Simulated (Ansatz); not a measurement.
`O=C([SiH3])C=[Se]` + H₂Se → `O=C([SiH3])[SeH]` + `C=[Se]`  (substitution at a C–C bond)

Isolated molecules relaxed with PBE0-D4/def2-TZVP in Ansatz; ΔE leaves out vibrations. CBS: MP2 limit from def2 TZ/QZ plus the TZ coupled-cluster correction, frozen cores. Functionals use def2-TZVPP. For Se outer-core shells are correlated without core-valence functions, which leaves a few kJ/mol of doubt a bond. Scalar relativity is left out up to krypton. One conformer a species, not always the lowest.

`O=C([SiH3])C=[Se]`:

```xyz
9

O    -1.948   -0.131    0.354
C    -0.774    0.138    0.221
Si    0.461   -1.133   -0.573
C    -0.287    1.468    0.679
Se    1.387    1.947    0.520
H     1.053   -0.587   -1.819
H    -0.378   -2.314   -0.885
H     1.529   -1.507    0.387
H    -1.043    2.119    1.117
```

H₂Se:

Cartesian coordinates in Å:
```
Se 0.026 0.462 -0.504
H -0.930 0.166 0.568
H 0.904 -0.628 -0.064
```

`O=C([SiH3])[SeH]`:

Cartesian coordinates in Å:
```
O 2.106 0.274 0.154
C 1.021 -0.036 -0.240
Si -0.561 0.374 0.780
Se 0.843 -0.985 -1.942
H -1.781 -0.053 0.052
H -0.441 -0.350 2.068
H -0.567 1.839 1.002
H -0.621 -1.063 -1.873
```

`C=[Se]`:

Z-matrix (Å, degrees):
```
C
Se 1 1.741
H 1 1.087 2 121.8
H 1 1.087 2 121.8 3 -180.0
```

```csv
level,ΔE (kJ/mol)
r2SCAN,-9.0
HF/def2-QZVPP,3.9
```

Q: What does CCSD(T)/CBS give? (An estimate is asked.)

A: The calculation gave: +1.0 kJ/mol. The listed levels differ from it by -10.0, 2.9 kJ/mol.

Largest T1 diagnostic among the species: 0.015.

The D4 term adds +3.6 kJ/mol with B3LYP and +2.1 kJ/mol with PBE0; it sums over pairs of atoms, weighted by their polarisabilities, and B3LYP, whose exchange is more repulsive, gets the larger term. From PBE to PBE0 (25 % exact exchange), in def2-TZVPP and without D4, ΔE moves by +8.5 kJ/mol.

B3LYP here is the variant with VWN-RPA as its local correlation; programs differ in this.
